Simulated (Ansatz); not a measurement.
Relaxation of CH4NOSi (8 atoms, charge 1, multiplicity 1), to a largest force component of 0.02 eV/Å in at most 50 steps.

Computed with Ansatz 0.2.0, RKS PBE/def2-SVP.

```xyz
8
Properties=species:S:1:pos:R:3
C -0.460 1.474 -0.524
O -0.144 0.125 -0.174
Si 0.389 -1.161 0.449
N 1.001 -2.435 1.177
H -1.283 1.446 -1.239
H -0.758 2.022 0.370
H 0.415 1.940 -0.978
H 0.839 -3.410 0.919
```

Task: Where does it end, and by what steps?

Result: The forces met the threshold. The force dipped under the threshold on the way, but the program's further checks kept it going. Limits of this set-up: the dipole of an ion depends on the origin. After 27 steps the energy has fallen by 0.174 eV; O2 moved furthest, 0.40 Å.

| step | energy less start (eV) | largest force component (eV/Å) | accepted |
| --- | --- | --- | --- |
| 0 | 0.0000 | 2.289 | yes |
| 1 | -0.0581 | 1.192 | yes |
| 2 | -0.1014 | 0.389 | yes |
| 3 | -0.1313 | 0.365 | yes |
| 4 | -0.1310 | 0.266 | no |
| 5 | -0.1391 | 0.229 | yes |
| 6 | -0.1402 | 0.223 | yes |
| 7 | -0.1416 | 0.058 | yes |
| 8 | -0.1417 | 0.024 | yes |
| 9 | -0.1433 | 0.112 | yes |
| 10 | -0.1436 | 0.055 | yes |
| 11 | -0.1464 | 0.195 | yes |
| 12 | -0.1455 | 0.548 | no |
| 13 | -0.1511 | 0.297 | yes |
| 14 | -0.1535 | 0.369 | yes |
| 15 | -0.1669 | 0.300 | yes |
| 16 | -0.1716 | 0.254 | yes |
| 17 | -0.1696 | 0.169 | no |
| 18 | -0.1728 | 0.037 | yes |
| 19 | -0.1730 | 0.049 | yes |
| 20 | -0.1731 | 0.047 | yes |
| 21 | -0.1677 | 0.265 | no |
| 22 | -0.1737 | 0.028 | yes |
| 23 | -0.1723 | 0.125 | no |
| 24 | -0.1736 | 0.112 | no |
| 25 | -0.1737 | 0.009 | yes |
| 26 | -0.1738 | 0.023 | yes |
| 27 | -0.1738 | 0.008 | yes |

```xyz
8
Properties=species:S:1:pos:R:3
C -0.449 1.485 -0.510
O 0.226 0.210 -0.296
Si 0.239 -1.242 0.307
N 1.023 -2.414 1.028
H -1.275 1.332 -1.228
H -0.812 1.870 0.459
H 0.322 2.151 -0.939
H 0.726 -3.391 1.180
```

Whether the end is a true minimum wasn't checked by a vibrational analysis.

Time of the run: 42 s on 1 thread of AMD EPYC 9R14 (Zen 4), on a shared host, peak memory 0.15 GiB.
